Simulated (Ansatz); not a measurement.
Ansatz results at the PBE0-D4/def2-TZVP geometry: HOMO energy (PBE0/def2-TZVPP) -7.65 eV; ideal-gas entropy at 298 K and 1 bar (rigid rotor, harmonic PBE0-D4/def2-TZVP) 308 J/(mol·K); LUMO energy (PBE0/def2-TZVPP) -1.13 eV.

Each molecule was computed in one conformer, which needn't be the lowest.

(1) Which molecule gave them?
A. `NC1(F)BO1`
B. `N=CF`
C. `C=NB(O)F`
D. `[BH2][GeH2][SiH3]`

Results:

(1) C. The others give `NC1(F)BO1`: -8.12, 294, -0.75; `[BH2][GeH2][SiH3]`: -7.88, 345, -2.43; `N=CF`: -8.81, 248, -0.16.
